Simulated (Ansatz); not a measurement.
Computed with Ansatz on PBE0-D4/def2-TZVP structures; ΔE is electronic, products minus reactants. CCSD(T)/CBS adds triple-zeta CCSD(T) − MP2 to the extrapolated MP2 energy (def2 sets, frozen cores). DFT in def2-TZVPP. B3LYP here is the variant with VWN-RPA as its local correlation; programs differ in this. For Se outer-core shells are correlated without core-valence functions, which leaves a few kJ/mol of doubt a bond. Scalar relativity is left out up to krypton. Each species was taken in one conformer, which may not be the lowest.

Reaction (formal exchange of groups at the Se–C bond): `C=C/N=C\[SeH]` + `O=CO[SiH3]` → `O=C([SeH])O[SiH3]` + `C=CN=C`

CCSD(T)/CBS gives -1.1 kJ/mol.

(1) Another level gave -2.2 kJ/mol. Which?
A. MP2/def2-TZVPP
B. B3LYP/def2-TZVPP
C. HF/def2-TZVPP
D. CCSD(T)/def2-TZVPP

Largest T1 diagnostic among the species: 0.016.

Answers

(1) D. CCSD(T)/def2-TZVPP -2.2, B3LYP -6.4, HF/def2-TZVPP -12.0, MP2/def2-TZVPP 2.7 kJ/mol.

In def2-TZVPP, CCSD(T) changes the Hartree–Fock value by +9.8 kJ/mol (the triples alone add +1.3 kJ/mol) and MP2 by +14.8 kJ/mol. The D4 term adds +3.5 kJ/mol with B3LYP and +1.7 kJ/mol with PBE0; it sums over pairs of atoms, weighted by their polarisabilities, and B3LYP, whose exchange is more repulsive, gets the larger term.
